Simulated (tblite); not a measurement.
**Question.** Give a GFN2-xTB geometry of `[SiH2][SiH2]NCC1CC1` [radical]. (Doublet state.)

**Answer.** 
Z-matrix in Å and degrees, rows numbered from 1:
```
Si
Si  1  2.2737
N   2  1.7232  1  106.01
C   3  1.4415  2  123.80  1    56.48
C   4  1.5112  3  110.78  2  -157.20
C   5  1.4980  4  120.25  3  -158.71
C   6  1.4984  5   60.04  4   109.07
H   1  1.4663  2  118.02  3   158.68
H   1  1.4699  2  121.42  3   -70.22
H   2  1.4855  1  116.85  3   125.34
H   2  1.4685  1  112.38  3  -111.90
H   3  1.0088  2  117.48  1  -157.12
H   4  1.0954  3  107.59  2   -37.30
H   4  1.1024  3  111.85  2    80.70
H   5  1.0832  4  112.78  3    55.80
H   6  1.0791  5  118.53  7   108.36
H   6  1.0796  5  117.98  7  -107.99
H   7  1.0801  5  118.06  6   107.64
H   7  1.0793  5  118.77  6  -108.23
```

Si2 (silicon bonded to N, Si and 2 H) is distorted tetrahedral (angles from 103.1° to 116.8°). All internal angles of the 3-membered ring C5–C6–C7 are 60.0°. Of the pairs four or more bonds apart, Si1···H13 is among the closest relative to their van der Waals radii: 2.99 Å, 91 % of the sum of Bondi's values. Si1 (silicon bonded to Si and 2 H) is pyramidal (angles 121.4°, 118.0° and 104.5°, sum 343.9°, 0.39 Å off the plane of its three neighbours).

The geometry is computed with GFN2-xTB (gas phase). This method treats the open shell by occupation alone, without spin polarisation.

Point group: C1 (no symmetry element, even within 0.4 Å). Its GFN2-xTB frequencies are all real (lowest 33 cm⁻¹). Torsions: H–Si1–Si2–N3 159° and -70°, Si1–Si2–N3–C4 56°, Si2–N3–C4–C5 -157°, N3–C4–C5–C6 -159°. 3 starts were optimised and ended at 0.00, 0.74 and 0.76 kcal/mol (GFN2-xTB); the lowest of these is shown.

One conformer stands for the species.
